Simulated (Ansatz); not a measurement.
Start from `C[N](C)[Ge][NH2]` and change one atom or group to get `CN(C)N[SiH3]`.

Ansatz, PBE0-D4/def2-TZVP geometries, multiplicity 1. Each molecule was computed in one conformer, which needn't be the lowest.

Scalar relativity is left out up to krypton.

```tsv
property	`C[N](C)[Ge][NH2]`
HOMO–LUMO gap (PBE0/def2-TZVPP) / eV	5.60
LUMO energy (PBE0/def2-TZVPP) / eV	-0.65
LUMO energy (PBE/def2-TZVPP) / eV	-1.38
HOMO–LUMO gap (PBE/def2-TZVPP) / eV	3.63
HOMO–LUMO gap (B3LYP/def2-TZVPP) / eV	5.17
size of the dipole moment (PBE/def2-TZVPP) / D	1.40
```

Question: What does the change do to each property? (Estimate.)

Answer: Computed: 
```csv
property,`CN(C)N[SiH3]`,shift
HOMO–LUMO gap (PBE0/def2-TZVPP) / eV,7.25,1.65
LUMO energy (PBE0/def2-TZVPP) / eV,0.57,1.22
LUMO energy (PBE/def2-TZVPP) / eV,-0.27,1.11
HOMO–LUMO gap (PBE/def2-TZVPP) / eV,5.05,1.42
HOMO–LUMO gap (B3LYP/def2-TZVPP) / eV,6.80,1.63
size of the dipole moment (PBE/def2-TZVPP) / D,1.68,0.28
```

With PBE0 the HOMO falls by 0.43 eV and the LUMO rises by 1.22 eV, so the gap widens by about 1.65 eV. PBE moves the HOMO by -0.30 eV and ωB97M-V by -0.55 eV. Dipoles are sizes alone; their direction can turn.

Positive LUMOs are unbound, so they and the gaps depend on the basis.

B3LYP here is the variant with VWN-RPA as its local correlation; programs differ in this.
